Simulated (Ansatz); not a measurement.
The lowest singlet and triplet of H3NSi (SMILES [N][SiH3]); geometries from B3LYP-D3(BJ)/def2-TZVP, each state relaxed from the structure named, with no frequency check, low spin by broken symmetry.
Singlet (charge 0, multiplicity 1):
```
atom    x (Å)    y (Å)    z (Å)
----  -------  -------  -------
N      1.3127  -0.0078  -0.1486
Si    -0.4565   0.0027   0.0517
H     -0.9337   1.4073   0.0232
H     -0.7953  -0.6243   1.3529
H     -1.0692  -0.7663  -1.0594
```
Triplet (charge 0, multiplicity 3):
```json
[
 {"atom": "N", "x (Å)": "1.3179", "y (Å)": "-0.0079", "z (Å)": "-0.1491"},
 {"atom": "Si", "x (Å)": "-0.4592", "y (Å)": "0.0027", "z (Å)": "0.0520"},
 {"atom": "H", "x (Å)": "-0.9334", "y (Å)": "1.4073", "z (Å)": "0.0231"},
 {"atom": "H", "x (Å)": "-0.7951", "y (Å)": "-0.6243", "z (Å)": "1.3529"},
 {"atom": "H", "x (Å)": "-1.0689", "y (Å)": "-0.7663", "z (Å)": "-1.0595"}
]
```

A positive gap puts the triplet lower; no zero-point energy. R- takes a restricted singlet, here one determinant of a half-filled degenerate or near-degenerate pair, which mixes singlet states. U- takes an unrestricted singlet (broken symmetry where lower, unprojected). The triplet is unrestricted in single-reference levels. Active spaces average the two states.

Frozen-core correlation.

The values were computed with Ansatz (an electronic-structure program) with Gaussian orbitals. 

| level | gap E(singlet) − E(triplet), adiabatic (kcal/mol) |
|---|---|
| R-HF/cc-pV(T+d)Z | 61.44 |
| U-PBE/def2-TZVPP (spin-contaminated) | 10.77 |
| U-wB97X-V/def2-TZVPP (spin-contaminated) | 12.28 |
| R-MP2/cc-pV(D+d)Z | 50.68 |
| R-SCS-MP2/cc-pV(T+d)Z | 42.58 |
| R-CCSD/cc-pV(D+d)Z | 44.93 |
| R-CCSD(T)/cc-pV(T+d)Z | 40.10 |
| SA-CASSCF(2,2)/cc-pV(D+d)Z | 39.49 |
| FIC-MRCISD+Q on SA-CASSCF(2,2)/cc-pV(T+d)Z | (withheld) |

Problem. Fill in the missing entries.

Solution. 
- FIC-MRCISD+Q on SA-CASSCF(2,2)/cc-pV(T+d)Z, gap E(singlet) − E(triplet), adiabatic (kcal/mol): 33.63

Doubts at one or more of the structures used: a restricted determinant that unrestricted orbitals would lower (R-HF/cc-pV(T+d)Z, R-MP2/cc-pV(D+d)Z, R-SCS-MP2/cc-pV(T+d)Z, R-CCSD/cc-pV(D+d)Z, R-CCSD(T)/cc-pV(T+d)Z).
